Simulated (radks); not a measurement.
The numbers below are computed, except where a source is named.
Valence configurations of the iridium ion Ir2+ (all share [Xe]). Code: a radial shooting solver on a logarithmic mesh with Libxc functionals. Model: Dirac Kohn-Sham, PBE, spin-unpolarised, spherical densities, point nucleus; open shells fill j = l - 1/2 first. Energies are relative to 4f14 5d7; eigenvalues in eV.

| valence | E (eV) | e(4f5/2) | e(4f7/2) | e(5d3/2) | e(5d5/2) | e(6p1/2) |
|---|---|---|---|---|---|---|
| 4f14 5d7 | 0.000 | -81.080 | -77.962 | -25.035 | -23.726 | - |
| 4f14 5d6 6p1 | 9.589 | -85.745 | -82.625 | -28.495 | -27.093 | -16.588 |
| 4f13 5d7 6p1 | 69.793 | -96.889 | -93.660 | -30.254 | -28.714 | -16.843 |
| 4f14 5d6 6s1 | 2.846 | -84.552 | -81.432 | -27.454 | -26.069 | - |
| 4f14 5d5 6p2 | 21.030 | -90.564 | -87.442 | -31.979 | -30.483 | -18.094 |
| 4f12 5d7 6s2 | 139.04 | -111.20 | -107.86 | -33.700 | -31.955 | - |
| 4f13 5d8 | 58.905 | -92.051 | -88.823 | -26.626 | -25.180 | - |
| 4f14 5d5 6s2 | 6.806 | -88.223 | -85.101 | -29.970 | -28.507 | - |
| 4f13.5 5d7.5 | 28.276 | -86.516 | -83.344 | -25.834 | -24.456 | - |
| 4f13 5d7 6s1 | 62.890 | -95.692 | -92.464 | -29.193 | -27.669 | - |

NIST lists [Xe] 4f14 5d7 as the ground configuration; this level of theory agrees among the configurations tried. The energies are those of spherical spin-averaged densities, not of single terms.
